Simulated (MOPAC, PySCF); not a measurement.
C4H6BN, SMILES `B/C(C)=C/C#N`, neutral singlet in the gas phase. 

Cartesian coordinates (Å):
```xyz
12

B     -1.8211     0.2462    -0.1703
C     -0.2948     0.0342    -0.0269
C      0.2664    -1.3030     0.3470
C      0.4834     1.1048    -0.2531
C      1.9087     1.0887    -0.1637
N      3.0531     1.0872    -0.0943
H     -2.2334     1.3210    -0.4719
H     -2.5806    -0.6509     0.0175
H     -0.0448    -2.0560    -0.3795
H     -0.1366    -1.6218     1.3100
H      1.3534    -1.3079     0.4075
H      0.0462     2.0575    -0.5224
```
Charge 0, spin multiplicity 1.

All levels are single points at this geometry (CAM-B3LYP-D3(BJ)/def2-TZVP); Pople sets use spherical d functions. Orbital energies aren't observables, and empty levels follow the basis.

HF/STO-3G in PySCF gives dipole (D) = 2.57.

### Question
Estimate the dipole (D) from each of these levels: CAM-B3LYP-D3(BJ)/def2-TZVP in PySCF; PBE-D3(BJ)/def2-TZVP in PySCF; B3LYP/3-21G in PySCF; B3LYP/6-311+G** in PySCF; B3LYP/6-31G* in PySCF; M06-2X/6-31G* in PySCF; PBE/6-31G* in PySCF; SVWN5/6-31G* in PySCF; HF/3-21G in PySCF; PM3 in MOPAC; PM6 in MOPAC; PM7 in MOPAC.

### Answer

```json
[
 {"level": "CAM-B3LYP-D3(BJ)/def2-TZVP in PySCF", "dipole (D)": "3.07"},
 {"level": "PBE-D3(BJ)/def2-TZVP in PySCF", "dipole (D)": "2.64"},
 {"level": "B3LYP/3-21G in PySCF", "dipole (D)": "2.37"},
 {"level": "B3LYP/6-311+G** in PySCF", "dipole (D)": "2.98"},
 {"level": "B3LYP/6-31G* in PySCF", "dipole (D)": "2.70"},
 {"level": "M06-2X/6-31G* in PySCF", "dipole (D)": "2.91"},
 {"level": "PBE/6-31G* in PySCF", "dipole (D)": "2.45"},
 {"level": "SVWN5/6-31G* in PySCF", "dipole (D)": "2.49"},
 {"level": "HF/3-21G in PySCF", "dipole (D)": "3.06"},
 {"level": "PM3 in MOPAC", "dipole (D)": "1.80"},
 {"level": "PM6 in MOPAC", "dipole (D)": "3.38"},
 {"level": "PM7 in MOPAC", "dipole (D)": "3.65"}
]
```
